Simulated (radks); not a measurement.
The numbers below are computed, except where a source is named.
Excited configurations of In+: one electron is placed in a higher orbital outside [Kr] 4d10 5s1. The ground configuration is [Kr] 4d10 5s2. Level of theory: scalar-relativistic Kohn-Sham, PBE, spin-polarised, spherical densities, finite nucleus; open shells are filled with parallel spins first (spin-orbit coupling, left out, can overturn this in heavy ions); Fermi nuclear charge, rms radius 4.6156 fm (a radial shooting solver on a logarithmic mesh with Libxc functionals). Excitation = E - E(ground); binding = E(ion) - E, where the ion is the core of charge +2; n* = 2/sqrt(2 binding) in atomic units, and the quantum defect is n - n*.

outer orbital  excitation (eV)  binding (eV)     n*  quantum defect  eigenvalue (eV)  <r> (bohr)
5p                       5.792        13.188  2.031           2.969           -9.826       3.070
5d                      12.599         6.380  2.921           2.079           -4.514       5.177
5f                      16.454         2.525  4.643           0.357           -1.901       14.04
6s                      11.506         7.474  2.699           3.301           -5.955       5.777
6p                      13.135         5.844  3.052           2.948           -4.602       6.958
6d                      15.201         3.778  3.795           2.205           -2.919       10.06
7s                      14.808         4.171  3.612           3.388           -3.339       10.40
7p                      15.532         3.448  3.973           3.027           -2.748       12.13
7d                      16.514         2.465  4.699           2.301           -1.972       16.23
7f                      17.626         1.353  6.342           0.658           -1.094       29.54

The Delta-SCF ionisation energy is 18.979 eV (NIST Atomic Spectra Database: 18.870 eV, measured). Self-interaction in the functional shifts the binding energies and quantum defects, so they are the method's values and not measured ones.
